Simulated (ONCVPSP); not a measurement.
**What one change does to a pseudopotential (Ce, ONCV)**

- Element: Ce
- Generator: ONCVPSP 4.0.1
- Type: optimised norm-conserving Vanderbilt (ONCV)
- Functional: PBEsol
- Relativity: fully relativistic
- Frozen core: [Kr] 4d10
- Valence charge: 12
- Reference configuration: 4f1 5s2 5p6 5d1 6s2
- Partial waves: 5s+6s: rc 2.60 bohr, ncon 4, nbas 9, qcut 4.7 1/bohr, 2 projectors; 5p: rc 2.55 bohr, ncon 4, nbas 8, qcut 6.3 1/bohr, 2 projectors, debl 0.7 Ha; 5d: rc 3.80 bohr, ncon 3, nbas 7, qcut 4.7 1/bohr, 2 projectors, debl 2 Ha; 4f: rc 1.70 bohr, ncon 4, nbas 8, qcut 10.9 1/bohr, 2 projectors, debl 2 Ha
- Local potential: polynomial inside 1.10 bohr (lpopt 5, dvloc0 4 Ha)
- Core correction: Teter function, fcfact 4.25, rcfact 1.5

Open shells are filled in proportion to 2j + 1.

In the p channel the program set the typed energies aside and used -0.822, 0.250 Ha (j = l + 1/2; the other j can differ).

All-electron outer shells of the reference configuration (PBEsol, scalar-relativistic, ld1.x):

| shell | level (eV) | outermost node (bohr) | outermost maximum (bohr) |
| --- | --- | --- | --- |
| 4d | -110.40 | 0.31 | 0.66 |
| 5s | -40.61 | 0.75 | 1.37 |
| 5p | -23.22 | 0.81 | 1.55 |
| 4f | -5.42 | – | 0.71 |
| 6s | -3.77 | 1.82 | 3.72 |
| 5d | -3.07 | 0.92 | 2.18 |

Change: functional BLYP. In the p channel the program set the typed energies aside and used -0.813, 0.250 Ha (j = l + 1/2; the other j can differ).

Cutoffs: the cutoffs (Ha) at which the residual kinetic energy of the hardest occupied pseudo-wave falls to 1 and 0.1 mHa per electron; they do not see the model core or the augmentation charge, which bear on the density cutoff. Errors are all-electron minus pseudo energies relative to the spin-unpolarised reference configuration.

Problem. Predict the effect on cutoff, ghosts and configuration errors.

Solution. The potential gets neither clearly harder nor softer (47 Ha and 51 Ha → 47 Ha and 51 Ha); the bound ghosts move from s to d, s; of the 4 tests that both files solve, the error grows in 0 and shrinks in 1 by more than 15 % and 0.3 meV (median size 9.7 → 8.2 meV).

| quantity | base | changed |
| --- | --- | --- |
| cutoff, loose | 47 Ha | 47 Ha |
| cutoff, tight | 51 Ha | 51 Ha |
| loose cutoff by channel | s 7.1 Ha, p 10 Ha, d 5.8 Ha, f 47 Ha | s 7.1 Ha, p 10 Ha, d 5.7 Ha, f 47 Ha |
| bound ghosts | s | s, d3/2 |
| GHOST(+) flags under 300 eV | p3/2 at 68.3 eV, p1/2 at 75.6 eV, d5/2 at 258.3 eV | p3/2 at 72.6 eV |
| error for 4f1 5s2 5p6 5d1 6s1, meV [ΔE 6.10 → 5.98 eV] | -0.8 | -1.0 |
| error for 4f1 5s2 5p6 5d1 6s0, meV [ΔE 17.14 eV] | -6.7 | -7.3 |
| error for 4f1 5s2 5p6 5d0 6s0, meV [ΔE 36.27 → 36.23 eV] | +13 | +9.1 |
| error for 4f0 5s2 5p6 5d1 6s2, meV [ΔE 12.43 → 12.15 eV] | +405 | +419 |
| s: phases at 2.65 bohr within 0.05 rad from the reference energy up to (Ha; the scan ends near 5) | 3.5 | 3.5 |
| p3/2: phases at 2.58 bohr within 0.05 rad from the reference energy up to (Ha; the scan ends near 5) | 2.4 | 2.5 |
| p1/2: phases at 2.58 bohr within 0.05 rad from the reference energy up to (Ha; the scan ends near 5) | 2.7 | 2.8 |
| d5/2: phases at 3.86 bohr within 0.05 rad from the reference energy up to (Ha; the scan ends near 5) | 2.5 | 2.5 |
| d3/2: phases at 3.86 bohr within 0.05 rad from the reference energy up to (Ha; the scan ends near 5) | 2.5 | 2.4 |
| f7/2: phases at 1.73 bohr within 0.05 rad from the reference energy up to (Ha; the scan ends near 5) | to the end of the scan | to the end of the scan |
| f5/2: phases at 1.73 bohr within 0.05 rad from the reference energy up to (Ha; the scan ends near 5) | to the end of the scan | to the end of the scan |
| rms error of d²Exc/dni dnj with the model core, mHa | 5.04 | 5.35 |

 A true bound ghost makes a file unfit for plane-wave use even where its test errors are small: the radial tests pick states by their node count and pass the ghost by.
